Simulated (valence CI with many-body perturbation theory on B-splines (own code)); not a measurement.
## Energy levels of Tb23+

Computed by relativistic CI+MBPT: six valence electrons over a frozen Dirac-Fock core [Kr], a basis of 7 s, 7 p, 8 d, 6 f, 4 g, 1 h functions for each j, with the one-electron correlation potential Σ1 (screened to all orders), the two-electron term Σ2, the three-electron term Σ3, Breit, model QED; selected single and double excitations, second order for the rest, scaled by the run's own slope (own B-spline code, finite nucleus).

No measured spectrum was set against this ion. As an estimate, terms of the open shell hold to 2 to 4 % of their energy, and close levels can change places. Core correlation moves these levels by up to 9000 cm⁻¹, and in measured spectra 5 to 20 % of such shifts remained as error; rates that hang on mixing are uncertain with them. Among the levels kept, up to 860 cm⁻¹ of a level comes from second order outside the variational space, and about a tenth of that is noise between levels of different J, which matters for small intervals. Only levels of the ground parity were solved; by the run's estimate the other parity begins above the list, which can be wrong where configurations are misplaced.

Levels 1 to 34 of 34, with energies above the lowest level, (4d3/2^4 4d5/2^2) J=4. "Leading %" is the weight of the configuration and term that name the level; weights of strongly mixed levels are sums over their largest components and can fall short. In the jj column 3d3/2^4 stands for four electrons in 3d with j = 3/2. Lifetimes count E1, E2, E3, M1 and M2 decay at the calculated energies, and are blank where another channel may lead or the interval is too uncertain; long ones can be off by a factor of two.

```csv
No.,Configuration,Term,J,E (cm⁻¹),Leading %,Second component,g,Lifetime,Leading jj
1,4d6,5D,4,0,54,31 % 4d6 3F,1.347,,4d3/2^4 4d5/2^2 (84 %)
2,4d6,3P,2,16838,41,27 % 4d6 5D,1.354,605 s,4d3/2^4 4d5/2^2 (86 %)
3,4d6,5D,0,44791,42,36 % 4d6 3P,,16.1 s,4d3/2^4 4d5/2^2 (62 %)
4,4d6,5D,3,46242,79,13 % 4d6 3F,1.423,346 μs,4d3/2^3 4d5/2^3 (88 %)
5,4d6,5D,1,56794,64,25 % 4d6 3P,1.394,373 μs,4d3/2^3 4d5/2^3 (88 %)
6,4d6,5D,4,59219,30,24 % 4d6 3H,1.123,261 μs,4d3/2^3 4d5/2^3 (82 %)
7,4d6,3G,5,76218,56,43 % 4d6 3H,1.126,1.24 ms,4d3/2^3 4d5/2^3 (98 %)
8,4d6,3H,6,77502,73,26 % 4d6 1I,1.121,,4d3/2^3 4d5/2^3 (97 %)
9,4d6,3F,2,88401,51,27 % 4d6 1D,0.929,308 μs,4d3/2^3 4d5/2^3 (82 %)
10,4d6,3F,3,90900,33,32 % 4d6 3G,1.028,320 μs,4d3/2^3 4d5/2^3 (91 %)
11,4d6,5D,2,105970,46,18 % 4d6 3P,1.295,143 μs,4d3/2^2 4d5/2^4 (62 %)
12,4d6,3D,1,115350,53,37 % 4d6 3P,0.960,363 μs,4d3/2^3 4d5/2^3 (83 %)
13,4d6,3P,0,116960,86,8 % 4d6 5D,,369 μs,4d3/2^3 4d5/2^3 (49 %)
14,4d6,3G,4,117030,42,27 % 4d6 1G,1.015,1.12 ms,4d3/2^3 4d5/2^3 (75 %)
15,4d6,3D,2,122380,38,38 % 4d6 3P,1.269,210 μs,4d3/2^3 4d5/2^3 (50 %)
16,4d6,1S,0,125540,53,40 % 4d6 5D,,96.5 μs,4d3/2^2 4d5/2^4 (72 %)
17,4d6,3F,3,127710,49,26 % 4d6 1F,1.119,357 μs,4d3/2^3 4d5/2^3 (90 %)
18,4d6,3F,4,131110,44,34 % 4d6 3H,1.101,110 μs,4d3/2^2 4d5/2^4 (90 %)
19,4d6,3H,5,139370,56,43 % 4d6 3G,1.103,226 μs,4d3/2^2 4d5/2^4 (98 %)
20,4d6,1F,3,140810,34,27 % 4d6 3D,1.165,134 μs,4d3/2^2 4d5/2^4 (72 %)
21,4d6,1I,6,150120,73,26 % 4d6 3H,1.041,298 μs,4d3/2^2 4d5/2^4 (97 %)
22,4d6,3G,3,150630,50,38 % 4d6 3F,0.936,191 μs,4d3/2^2 4d5/2^4 (94 %)
23,4d6,3P,1,163030,63,35 % 4d6 3D,1.140,171 μs,4d3/2^2 4d5/2^4 (81 %)
24,4d6,1G,4,168790,60,24 % 4d6 3F,1.055,197 μs,4d3/2^2 4d5/2^4 (80 %)
25,4d6,1D,2,168820,39,30 % 4d6 3P,1.053,157 μs,4d3/2^2 4d5/2^4 (82 %)
26,4d6,3F,2,193700,77,10 % 4d6 3P,0.807,100 μs,4d3/2^2 4d5/2^4 (91 %)
27,4d6,3P,1,195430,73,26 % 4d6 5D,1.499,40.5 μs,4d3/2 4d5/2^5 (88 %)
28,4d6,3F,4,198860,67,18 % 4d6 1G,1.171,120 μs,4d3/2^2 4d5/2^4 (81 %)
29,4d6,1G,4,230010,60,16 % 4d6 3F,1.023,61.7 μs,4d3/2 4d5/2^5 (74 %)
30,4d6,3P,2,237590,53,22 % 4d6 1D,1.274,71.2 μs,4d3/2 4d5/2^5 (81 %)
31,4d6,3F,3,240910,45,27 % 4d6 1F,1.066,75.3 μs,4d3/2 4d5/2^5 (90 %)
32,4d6,1D,2,246530,89,6 % 4d6 3D,1.001,110 μs,4d3/2^2 4d5/2^4 (83 %)
33,4d6,3P,0,255560,46,45 % 4d6 1S,,56.4 μs,4d5/2^6 (57 %)
34,4d6,1S,0,317360,73,23 % 4d6 3P,,32.6 μs,4d3/2^2 4d5/2^4 (56 %)
```

The ionisation energy to 4d5 6S_5/2 of the next ion comes out as 774.11 eV (NIST: 772 ± 4 eV (theoretical)). All 34 levels together are meant to be complete up to 330290 cm⁻¹.
